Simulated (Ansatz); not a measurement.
A nudged elastic band was laid between two geometries of C$_{2}$H$_{3}$BFNO (9 atoms, charge 0, multiplicity 1).

Computed with RKS PBE/6-31G (Ansatz 0.2.0).

```json
{"movable images": "5", "climbing image": "yes", "spring": "5.0 eV/Å²", "optimiser": "quadratic models (default)", "start path": "IDPP", "force threshold": "0.05 eV/Å", "iteration limit": "60", "end points": "relaxed"}
```

Image 0:

```xyz
9
Properties=species:S:1:pos:R:3
N 0.574 -1.326 -0.711
C 0.253 -0.056 -0.353
C -0.446 0.703 0.603
O -1.217 0.591 1.739
B 0.238 1.443 -0.464
F 0.616 2.587 -1.118
H 1.146 -1.492 -1.531
H 0.267 -2.142 -0.190
H -1.343 -0.354 2.007
```

Image 6:

```xyz
9
Properties=species:S:1:pos:R:3
N 0.573 -1.326 -0.712
C 0.252 -0.056 -0.352
C -0.446 0.702 0.604
O -1.213 0.591 1.743
B 0.237 1.444 -0.463
F 0.614 2.586 -1.121
H 0.271 -2.142 -0.190
H 1.143 -1.490 -1.534
H -1.341 -0.355 2.009
```

Task: Which bonds break or form, and what moves?

Result: No bond is made or broken. The dihedral H8–N1–C2–C3 goes from 0 to 180°. The two ends are copies of one structure, up to a mirror image or an exchange of like atoms.

Task: Give the energies along the band, and the barrier.

Result: The run converged. The highest image is number 3 of 0 to 6, 57.4 kJ/mol above the ends, which have the same energy within 2 meV. A vibrational analysis at the climbing image gives one clearly imaginary mode, 430i cm⁻¹: a first-order saddle point. Limits of this set-up: no polarisation functions.

```csv
image,path coordinate (Å),energy (kJ/mol),dihedral H8–N1–C2–C3 (°)
0,0.00,0.0,0
1,0.62,12.6,38
2,1.24,42.2,80
3,1.86,57.4,115
4,2.48,42.2,140
5,3.10,12.6,160
6,3.72,0.0,180
```

Task: What is the geometry of the highest image?

Result: 
```xyz
9
Properties=species:S:1:pos:R:3:forces:R:3
N 0.310 -1.442 -0.650 0.00 0.01 0.01
C 0.097 -0.066 -0.377 0.00 -0.01 0.00
C -0.231 0.715 0.729 0.00 0.00 0.00
O -0.511 0.628 2.058 0.01 0.01 0.00
B -0.021 1.412 -0.586 0.00 0.00 -0.01
F 0.017 2.553 -1.337 0.00 0.00 0.00
H 1.265 -1.673 -0.932 0.01 0.00 0.00
H -0.372 -1.857 -1.289 -0.01 0.00 0.00
H -0.466 -0.317 2.366 -0.01 -0.01 0.00
```

Task: What are the harmonic wavenumbers there?

Result: 430i, 175, 196, 234, 492, 536, 599, 599, 621, 641, 852, 903, 1151, 1214, 1379, 1455, 1641, 1767, 3423, 3446, 3552 cm⁻¹.

Run time: 86 s on 1 thread of Arm Neoverse V1 (shared host), peak memory 0.11 GiB.
